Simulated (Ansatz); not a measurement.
Dissociation curve of Be2, singlet.

- RKS-PBE = restricted PBE/def2-SVP run with Ansatz (a program for electronic structure)
- UKS-PBE = unrestricted PBE/def2-SVP (Ansatz)
- RKS-PBE0 = restricted PBE0/def2-SVP (Ansatz)
- UKS-PBE0 = unrestricted PBE0/def2-SVP (Ansatz)

Energies relative to the lowest point of each curve near equilibrium, in kcal/mol; the last columns give the difference from UKS-PBE0:

```json
[
 {"R / Å": "1.89", "RKS-PBE": "17.5", "UKS-PBE": "13.1", "RKS-PBE0": "19.1", "UKS-PBE0": "12.5", "RKS-PBE − UKS-PBE0": "5.0", "UKS-PBE − UKS-PBE0": "0.6", "RKS-PBE0 − UKS-PBE0": "6.7"},
 {"R / Å": "2.03", "RKS-PBE": "8.0", "UKS-PBE": "5.6", "RKS-PBE0": "9.3", "UKS-PBE0": "4.6", "RKS-PBE − UKS-PBE0": "3.4", "UKS-PBE − UKS-PBE0": "0.9", "RKS-PBE0 − UKS-PBE0": "4.7"},
 {"R / Å": "2.15", "RKS-PBE": "3.5", "UKS-PBE": "2.0", "RKS-PBE0": "4.4", "UKS-PBE0": "1.3", "RKS-PBE − UKS-PBE0": "2.1", "UKS-PBE − UKS-PBE0": "0.7", "RKS-PBE0 − UKS-PBE0": "3.1"},
 {"R / Å": "2.27", "RKS-PBE": "1.0", "UKS-PBE": "0.4", "RKS-PBE0": "1.7", "UKS-PBE0": "0.0", "RKS-PBE − UKS-PBE0": "1.0", "UKS-PBE − UKS-PBE0": "0.3", "RKS-PBE0 − UKS-PBE0": "1.6"},
 {"R / Å": "2.39", "RKS-PBE": "0.1", "UKS-PBE": "0.0", "RKS-PBE0": "0.4", "UKS-PBE0": "0.0", "RKS-PBE − UKS-PBE0": "0.1", "UKS-PBE − UKS-PBE0": "0.0", "RKS-PBE0 − UKS-PBE0": "0.4"},
 {"R / Å": "2.42", "RKS-PBE": "0.0", "UKS-PBE": "0.0", "RKS-PBE0": "0.2", "UKS-PBE0": "0.1", "RKS-PBE − UKS-PBE0": "-0.1", "UKS-PBE − UKS-PBE0": "-0.1", "RKS-PBE0 − UKS-PBE0": "0.1"},
 {"R / Å": "2.52", "RKS-PBE": "0.1", "UKS-PBE": "0.4", "RKS-PBE0": "0.0", "UKS-PBE0": "0.8", "RKS-PBE − UKS-PBE0": "-0.7", "UKS-PBE − UKS-PBE0": "-0.4", "RKS-PBE0 − UKS-PBE0": "-0.8"},
 {"R / Å": "2.59", "RKS-PBE": "0.4", "UKS-PBE": "0.8", "RKS-PBE0": "0.1", "UKS-PBE0": "1.3", "RKS-PBE − UKS-PBE0": "-1.0", "UKS-PBE − UKS-PBE0": "-0.5", "RKS-PBE0 − UKS-PBE0": "-1.2"},
 {"R / Å": "2.63", "RKS-PBE": "0.6", "UKS-PBE": "1.0", "RKS-PBE0": "0.2", "UKS-PBE0": "1.7", "RKS-PBE − UKS-PBE0": "-1.1", "UKS-PBE − UKS-PBE0": "-0.6", "RKS-PBE0 − UKS-PBE0": "-1.5"},
 {"R / Å": "2.75", "RKS-PBE": "1.4", "UKS-PBE": "1.9", "RKS-PBE0": "0.7", "UKS-PBE0": "2.7", "RKS-PBE − UKS-PBE0": "-1.3", "UKS-PBE − UKS-PBE0": "-0.8", "RKS-PBE0 − UKS-PBE0": "-2.0"},
 {"R / Å": "2.92", "RKS-PBE": "2.8", "UKS-PBE": "3.3", "RKS-PBE0": "1.6", "UKS-PBE0": "4.0", "RKS-PBE − UKS-PBE0": "-1.2", "UKS-PBE − UKS-PBE0": "-0.7", "RKS-PBE0 − UKS-PBE0": "-2.4"},
 {"R / Å": "3.10", "RKS-PBE": "4.3", "UKS-PBE": "4.8", "RKS-PBE0": "2.7", "UKS-PBE0": "5.1", "RKS-PBE − UKS-PBE0": "-0.8", "UKS-PBE − UKS-PBE0": "-0.3", "RKS-PBE0 − UKS-PBE0": "-2.4"},
 {"R / Å": "3.45", "RKS-PBE": "6.6", "UKS-PBE": "7.1", "RKS-PBE0": "4.3", "UKS-PBE0": "6.7", "RKS-PBE − UKS-PBE0": "-0.1", "UKS-PBE − UKS-PBE0": "0.4", "RKS-PBE0 − UKS-PBE0": "-2.4"},
 {"R / Å": "3.76", "RKS-PBE": "8.0", "UKS-PBE": "8.5", "RKS-PBE0": "5.3", "UKS-PBE0": "7.7", "RKS-PBE − UKS-PBE0": "0.3", "UKS-PBE − UKS-PBE0": "0.8", "RKS-PBE0 − UKS-PBE0": "-2.4"},
 {"R / Å": "4.12", "RKS-PBE": "9.0", "UKS-PBE": "9.5", "RKS-PBE0": "6.0", "UKS-PBE0": "8.4", "RKS-PBE − UKS-PBE0": "0.6", "UKS-PBE − UKS-PBE0": "1.1", "RKS-PBE0 − UKS-PBE0": "-2.4"},
 {"R / Å": "4.49", "RKS-PBE": "9.5", "UKS-PBE": "10.0", "RKS-PBE0": "6.4", "UKS-PBE0": "8.8", "RKS-PBE − UKS-PBE0": "0.7", "UKS-PBE − UKS-PBE0": "1.2", "RKS-PBE0 − UKS-PBE0": "-2.4"},
 {"R / Å": "5.04", "RKS-PBE": "9.9", "UKS-PBE": "10.4", "RKS-PBE0": "6.7", "UKS-PBE0": "9.1", "RKS-PBE − UKS-PBE0": "0.8", "UKS-PBE − UKS-PBE0": "1.3", "RKS-PBE0 − UKS-PBE0": "-2.4"},
 {"R / Å": "5.54", "RKS-PBE": "10.1", "UKS-PBE": "10.5", "RKS-PBE0": "6.8", "UKS-PBE0": "9.2", "RKS-PBE − UKS-PBE0": "0.9", "UKS-PBE − UKS-PBE0": "1.4", "RKS-PBE0 − UKS-PBE0": "-2.4"},
 {"R / Å": "6.25", "RKS-PBE": "10.2", "UKS-PBE": "10.6", "RKS-PBE0": "6.9", "UKS-PBE0": "9.3", "RKS-PBE − UKS-PBE0": "0.9", "UKS-PBE − UKS-PBE0": "1.4", "RKS-PBE0 − UKS-PBE0": "-2.4"},
 {"R / Å": "6.78", "RKS-PBE": "10.2", "UKS-PBE": "10.7", "RKS-PBE0": "6.9", "UKS-PBE0": "9.3", "RKS-PBE − UKS-PBE0": "0.9", "UKS-PBE − UKS-PBE0": "1.4", "RKS-PBE0 − UKS-PBE0": "-2.4"},
 {"R / Å": "7.48", "RKS-PBE": "10.2", "UKS-PBE": "10.7", "RKS-PBE0": "6.9", "UKS-PBE0": "9.3", "RKS-PBE − UKS-PBE0": "0.9", "UKS-PBE − UKS-PBE0": "1.4", "RKS-PBE0 − UKS-PBE0": "-2.4"}
]
```

RKS-PBE is furthest from UKS-PBE0 at 1.89 (5.0 kcal/mol, above); its mean absolute difference over the points is 1.1 kcal/mol.

UKS-PBE is furthest from UKS-PBE0 at 7.48 (1.4 kcal/mol, above); its mean absolute difference over the points is 0.8 kcal/mol.

RKS-PBE0 is furthest from UKS-PBE0 at 1.89 (6.7 kcal/mol, above); its mean absolute difference over the points is 2.3 kcal/mol.

The unrestricted determinant behind UKS-PBE is spin-contaminated at 1.89 to 2.63 Å (<S²> up to 0.7, against 0.00 for a pure singlet). The unrestricted determinant behind UKS-PBE0 is spin-contaminated at 1.89 to 2.92 Å (<S²> up to 0.8, against 0.00 for a pure singlet).
